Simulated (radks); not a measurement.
Si+, 13 electrons, occupied as [Ne] 3s2 3p1 (the NIST ground configuration). Calculated with a radial shooting solver on a logarithmic mesh with Libxc functionals: Dirac Kohn-Sham, PBE, spin-unpolarised, spherical densities, finite nucleus; open shells fill j = l - 1/2 first; Fermi nuclear charge, rms radius 3.1224 fm.

Radial electron density D(r) = 4 pi r^2 rho(r):

| r (bohr) | D(r) (e/bohr) |
|---|---|
| 0.007911 | 1.145 |
| 0.009063 | 1.453 |
| 0.0103 | 1.810 |
| 0.0118 | 2.275 |
| 0.01352 | 2.842 |
| 0.01537 | 3.481 |
| 0.01761 | 4.286 |
| 0.02001 | 5.170 |
| 0.02293 | 6.247 |
| 0.02606 | 7.385 |
| 0.02985 | 8.710 |
| 0.03393 | 10.03 |
| 0.03887 | 11.47 |
| 0.04453 | 12.86 |
| 0.05062 | 14.03 |
| 0.05799 | 15.03 |
| 0.06591 | 15.65 |
| 0.07551 | 15.86 |
| 0.08582 | 15.59 |
| 0.09832 | 14.82 |
| 0.1117 | 13.74 |
| 0.128 | 12.38 |
| 0.1467 | 11.06 |
| 0.1667 | 10.12 |
| 0.191 | 9.676 |
| 0.2171 | 9.889 |
| 0.2487 | 10.74 |
| 0.2827 | 11.94 |
| 0.3238 | 13.24 |
| 0.3681 | 14.11 |
| 0.4217 | 14.30 |
| 0.4831 | 13.53 |
| 0.5491 | 11.98 |
| 0.6291 | 9.706 |
| 0.715 | 7.364 |
| 0.8191 | 5.081 |
| 0.931 | 3.416 |
| 1.067 | 2.288 |
| 1.212 | 1.774 |
| 1.389 | 1.628 |
| 1.591 | 1.656 |
| 1.808 | 1.655 |
| 2.072 | 1.521 |
| 2.355 | 1.266 |
| 2.698 | 0.9219 |
| 3.066 | 0.6067 |
| 3.513 | 0.3419 |
| 3.993 | 0.1760 |
| 4.574 | 0.07552 |
| 5.241 | 0.02757 |
| 5.957 | 0.009048 |
| 6.824 | 0.002273 |
| 7.756 | 0.0005032 |

D(r) has 3 maxima, at r = 0.0749, 0.405, 1.70 bohr, and minima at 0.196, 1.41 bohr, inside which lie 2.20, 10.43 electrons.
